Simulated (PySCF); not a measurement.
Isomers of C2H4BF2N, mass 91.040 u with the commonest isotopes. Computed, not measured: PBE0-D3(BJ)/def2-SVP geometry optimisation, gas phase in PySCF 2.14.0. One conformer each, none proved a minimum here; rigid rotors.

**Question.** Order these by radius of gyration √(Σ m r²/M), smallest first.
A. `[CH2:1]=[N:2][CH2:3][B:4]([F:5])[F:6]` with C1–N2–C3–B4 113°, N2–C3–B4–F5 -11°
B. `C/N=C\B(F)F`
C. `[H]/[N:1]=[CH:2]/[CH2:3][B:4]([F:5])[F:6]` with N1–C2–C3–B4 115°, C2–C3–B4–F5 18°

**Answer.** B (1.768 Å), A (1.805 Å), C (1.843 Å).

**Question.** Order these by out-of-plane moment Σ m c² = (Ia + Ib − Ic)/2, largest first.
A. `C/N=C\B(F)F`
B. `[CH2:1]=[N:2][CH2:3][B:4]([F:5])[F:6]` with C1–N2–C3–B4 113°, N2–C3–B4–F5 -11°
C. `[H]/[N:1]=[CH:2]/[CH2:3][B:4]([F:5])[F:6]` with N1–C2–C3–B4 115°, C2–C3–B4–F5 18°

**Answer.** C (11.61 u·Å²), B (8.73 u·Å²), A (2.18 u·Å²).

**Question.** Order these by rotational constant B, smallest first.
A. `C/N=C\B(F)F`
B. `[CH2:1]=[N:2][CH2:3][B:4]([F:5])[F:6]` with C1–N2–C3–B4 113°, N2–C3–B4–F5 -11°
C. `[H]/[N:1]=[CH:2]/[CH2:3][B:4]([F:5])[F:6]` with N1–C2–C3–B4 115°, C2–C3–B4–F5 18°

**Answer.** C (1977 MHz), B (2085 MHz), A (2344 MHz).

```csv
SMILES,point group,Ia (u·Å²),Ib (u·Å²),Ic (u·Å²),κ,μa (D),μb (D),μc (D)
[H]/N=C/CB(F)F,C1,65.15,255.65,297.59,-0.91,0.57,0.51,1.72
C/N=C\B(F)F,near Cs,71.03,215.61,282.28,-0.79,0.51,0.66,0.06
C=NCB(F)F,C1,62.82,242.43,287.80,-0.90,1.16,1.25,1.19
```
